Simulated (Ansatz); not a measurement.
`C=C[Si](O)(Cl)Cl` + CH₃OH → `C=C[Si](O)(Cl)OC` + HCl  (ligand exchange at the Si–Cl bond)

Calculated with Ansatz (gas phase, PBE0-D4/def2-TZVP geometries, no zero-point term in ΔE). CCSD(T)/CBS adds triple-zeta CCSD(T) − MP2 to the extrapolated MP2 energy (def2 sets, frozen cores). This one scheme is used for every species. DFT in def2-TZVPP. B3LYP here is the variant with VWN-RPA as its local correlation; programs differ in this. Each species was taken in one conformer, which may not be the lowest.

```
             level  ΔE (kJ/mol)  difference from CCSD(T)/CBS
            PBE-D4         -4.8                          9.3
         r2SCAN-D4        -10.8                          3.3
           PBE0-D4         -6.6                          7.5
          B3LYP-D4        -14.8                         -0.7
           ωB97X-V        -13.0                          1.1
           ωB97M-V        -12.9                          1.2
            B2PLYP        -13.3                          0.8
               PBE         -1.7                         12.4
            r2SCAN         -9.5                          4.6
              PBE0         -3.8                         10.3
             B3LYP        -10.5                          3.6
     HF/def2-TZVPP        -16.0                         -1.9
    MP2/def2-TZVPP        -14.4                         -0.3
SCS-MP2/def2-TZVPP        -16.0                         -1.9
   CCSD/def2-TZVPP        -18.8                         -4.7
CCSD(T)/def2-TZVPP        -18.4                         -4.3
     HF/def2-QZVPP        -16.9                         -2.8
    MP2/def2-QZVPP        -12.3                          1.8
SCS-MP2/def2-QZVPP        -13.9                          0.2
      HF/CBS(def2)        -17.0                         -2.9
     MP2/CBS(def2)        -10.2                          3.9
    CCSD/CBS(def2)        -14.5                         -0.4
       CCSD(T)/CBS        -14.1                            0
```

Largest T1 diagnostic among the species: 0.011.

The D4 term adds −4.3 kJ/mol with B3LYP and −2.8 kJ/mol with PBE0; it sums over pairs of atoms, weighted by their polarisabilities, and B3LYP, whose exchange is more repulsive, gets the larger term.
